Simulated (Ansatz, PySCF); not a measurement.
TiOBr, SMILES [Br][Ti]=[O] (connectivity only; charge and spin as stated), neutral, multiplicity 2. Atoms are numbered in the order given.

```xyz
3

Ti     0.2558     1.0754     0.0000
O     -0.8670     2.2400     0.0000
Br     0.0638    -1.3727     0.0000
```
Charge 0, spin multiplicity 2.

Coordinates come from a B3LYP-D3(BJ)/def2-TZVP optimisation. The multiplicity is an assumed one; other spin states were not compared.

Two levels are set side by side: PBE-D3(BJ)/def2-TZVP (Ansatz, a program for electronic structure) and B3LYP-D3(BJ)/def2-TZVP (Ansatz). Each level has its own optimised geometry; the coordinates shown are those of the second. Frequencies come from the Hessian of PySCF at each geometry. Differences are taken from unrounded values.

```json
[
 {"quantity": "mean bond length (Å)", "B3LYP-D3(BJ)": "2.037"},
 {"quantity": "bond Ti1–O2 (Å)", "B3LYP-D3(BJ)": "1.618"},
 {"quantity": "bond Ti1–Br3 (Å)", "B3LYP-D3(BJ)": "2.456"},
 {"quantity": "highest harmonic wavenumber (cm⁻¹)", "B3LYP-D3(BJ)": "1042"},
 {"quantity": "mean harmonic wavenumber (cm⁻¹)", "B3LYP-D3(BJ)": "480"},
 {"quantity": "zero-point energy (kcal/mol)", "B3LYP-D3(BJ)": "2.06"}
]
```

Q: What does PBE-D3(BJ) give, and how far is it from B3LYP-D3(BJ)? (Estimate from the structure and the level; the computed values follow.)

A: 
| quantity | PBE-D3(BJ) | PBE-D3(BJ) minus B3LYP-D3(BJ) |
|---|---|---|
| mean bond length (Å) | 2.009 | -0.027 |
| bond Ti1–O2 (Å) | 1.618 | 0.001 |
| bond Ti1–Br3 (Å) | 2.400 | -0.055 |
| highest harmonic wavenumber (cm⁻¹) | 1018 | -24 |
| mean harmonic wavenumber (cm⁻¹) | 490 | 11 |
| zero-point energy (kcal/mol) | 2.10 | 0.05 |
